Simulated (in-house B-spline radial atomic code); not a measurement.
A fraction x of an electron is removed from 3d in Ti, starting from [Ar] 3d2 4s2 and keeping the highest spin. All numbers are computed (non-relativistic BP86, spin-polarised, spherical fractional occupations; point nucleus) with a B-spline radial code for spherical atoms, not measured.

```tsv
x	E(x) - E(0) (eV)	3d up level (eV)
0	0.0000	-5.105
0.09	0.4992	-5.993
0.16	?	?
0.29	1.9043	-8.084
0.4	2.8600	-9.300
0.5	?	?
0.51	3.9518	-10.559
0.68	5.9177	-12.586
0.83	7.9448	-14.453
0.92	9.2973	-15.607
1	10.5875	-16.653
```

**Question.** What belongs in the row x = 0.16?

**Answer.** An energy change of 0.9436 eV; 3d up at -6.707 eV.

**Question.** What belongs in the row x = 0.5?

**Answer.** An energy change of 3.8468 eV; 3d up at -10.443 eV.

**Question.** Check Janak's theorem between x = 0.29 and 0.4.

**Answer.** The slope of the energy is 8.69 eV; the orbital levels give 8.69 eV (-ε of the emptying orbital, averaged over the two points).
